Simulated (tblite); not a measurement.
Parent: `[CH3:1][O:2][Si@H:3]([OH:4])[n:5]1[cH:6][cH:7][cH:8][cH:9]1` with C1–O2–Si3–O4 -54°, O2–Si3–O4–H -163°, O2–Si3–N5–C6 -12°, C5H9NO2Si.

Structures optimised with GFN2-xTB, isolated species. One conformer each, not checked by frequencies here.

```
coordinate of the parent    value
                   C1–O2  1.398 Å
                  O2–Si3  1.608 Å
                  Si3–O4  1.625 Å
                  Si3–N5  1.742 Å
                   N5–C6  1.368 Å
                   C6–C7  1.361 Å
                   C7–C8  1.415 Å
                   C8–C9  1.361 Å
                   N5–C9  1.369 Å
               C1–O2–Si3   127.8°
               O2–Si3–O4   109.2°
               O2–Si3–N5   103.2°
               O4–Si3–N5   112.0°
               Si3–N5–C6   128.4°
               Si3–N5–C9   124.3°
                C6–N5–C9   107.2°
                N5–C6–C7   109.5°
                C6–C7–C8   106.9°
                C7–C8–C9   106.7°
                N5–C9–C8   109.7°
```

Q: How does the shared frame change in `[CH3:1][O:2][Si@@H:3]([OH:4])[n:5]1[cH:6][cH:7][c:8]([CH3:9])[cH:10]1` with C1–O2–Si3–O4 54°, O2–Si3–O4–H 163°, O2–Si3–N5–C6 20°, C6H11NO2Si? Atoms pair as C1 = C1, O2 = O2, Si3 = Si3, O4 = O4, N5 = N5, C6 = C6, C7 = C7, C8 = C8, C9 = C10 (parent first).

A: 
```csv
parent,relative,value in the relative,change
C1–O2,C1–O2,1.398 Å,0.000
O2–Si3,O2–Si3,1.608 Å,0.000
Si3–O4,Si3–O4,1.625 Å,0.000
Si3–N5,Si3–N5,1.739 Å,-0.003
N5–C6,N5–C6,1.368 Å,0.000
C6–C7,C6–C7,1.360 Å,-0.001
C7–C8,C7–C8,1.421 Å,+0.006
C8–C9,C8–C10,1.363 Å,+0.002
N5–C9,N5–C10,1.371 Å,+0.002
C1–O2–Si3,C1–O2–Si3,127.7°,-0.1
O2–Si3–O4,O2–Si3–O4,109.4°,+0.2
O2–Si3–N5,O2–Si3–N5,103.2°,0.0
O4–Si3–N5,O4–Si3–N5,111.9°,-0.1
Si3–N5–C6,Si3–N5–C6,128.0°,-0.4
Si3–N5–C9,Si3–N5–C10,124.8°,+0.5
C6–N5–C9,C6–N5–C10,107.0°,-0.2
N5–C6–C7,N5–C6–C7,109.5°,0.0
C6–C7–C8,C6–C7–C8,107.3°,+0.4
C7–C8–C9,C7–C8–C10,106.1°,-0.6
N5–C9–C8,N5–C10–C8,110.1°,+0.4
```

Of the parent's bonds, C7–C8 changes most (+0.006 Å). Bonds of the relative outside the shared frame: C8–C9 1.491 Å. Point group C1 → C1.

Q: How does the shared frame change in `[OH:1][SiH:2]([OH:3])[n:4]1[cH:5][cH:6][cH:7][cH:8]1` with H–O1–Si2–O3 38°, O1–Si2–O3–H -173°, O1–Si2–N4–C5 -33°, C4H7NO2Si? Atoms pair as O2 = O1, Si3 = Si2, O4 = O3, N5 = N4, C6 = C5, C7 = C6, C8 = C7, C9 = C8 (parent first).

A: 
```
   parent   relative  value in the relative  change
   O2–Si3     O1–Si2                1.610 Å  +0.002
   Si3–O4     Si2–O3                1.623 Å  -0.002
   Si3–N5     Si2–N4                1.754 Å  +0.012
    N5–C6      N4–C5                1.369 Å  +0.001
    C6–C7      C5–C6                1.361 Å   0.000
    C7–C8      C6–C7                1.415 Å   0.000
    C8–C9      C7–C8                1.361 Å   0.000
    N5–C9      N4–C8                1.370 Å  +0.001
O2–Si3–O4  O1–Si2–O3                 108.3°    -0.9
O2–Si3–N5  O1–Si2–N4                 110.7°    +7.5
O4–Si3–N5  O3–Si2–N4                 108.7°    -3.3
Si3–N5–C6  Si2–N4–C5                 125.5°    -2.9
Si3–N5–C9  Si2–N4–C8                 127.3°    +3.0
 C6–N5–C9   C5–N4–C8                 107.0°    -0.2
 N5–C6–C7   N4–C5–C6                 109.7°    +0.2
 C6–C7–C8   C5–C6–C7                 106.8°    -0.1
 C7–C8–C9   C6–C7–C8                 106.8°    +0.1
 N5–C9–C8   N4–C8–C7                 109.7°     0.0
```

Of the parent's bonds, Si3–N5 changes most (+0.012 Å).

These are computed values.
